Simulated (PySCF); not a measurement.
Run times: iron in aug-cc-pVDZ

Measured wall times of calculations with PySCF 2.14 in aug-cc-pVDZ (7s6p4d2f, 59 functions), with no relativity, point nucleus, run from one Python driver. Hardware: 1 thread of Intel(R) Xeon(R) Platinum 8259CL CPU @ 2.50GHz on a shared host, 1.3 GiB allowed. The two-electron integrals over 59 functions were computed once and kept in memory (1.3 CPU seconds with the set-up); the times below exclude them. Kohn-Sham runs start from converged Hartree-Fock orbitals.

Launch command (the driver calls PySCF for each step listed in the task file):

```bash
OMP_NUM_THREADS=1 python atomrun2.py TASK.json OUT
```

```csv
species,step,iterations,wall time (s)
Fe [Ar] 3d6 4s2,UHF,9,0.58
Fe [Ar] 3d6 4s2,TPSS,8,2.6
Fe [Ar] 3d6 4s2,MP2 (8 electrons),,0.09
Fe⁺ [Ar] 3d6 4s1,UHF,7,0.38
Fe⁺ [Ar] 3d6 4s1,TPSS,6,2
Fe⁺ [Ar] 3d6 4s1,M06-L,7,2.1
Fe⁺ [Ar] 3d6 4s1,MP2 (7 electrons),,0.09
```

**Question.** Roughly how long does M06-L take for Fe [Ar] 3d6 4s2 here?

**Answer.** About 4.3 s.

Peak memory of the process: 0.25 GiB. Times on a shared host vary from run to run.
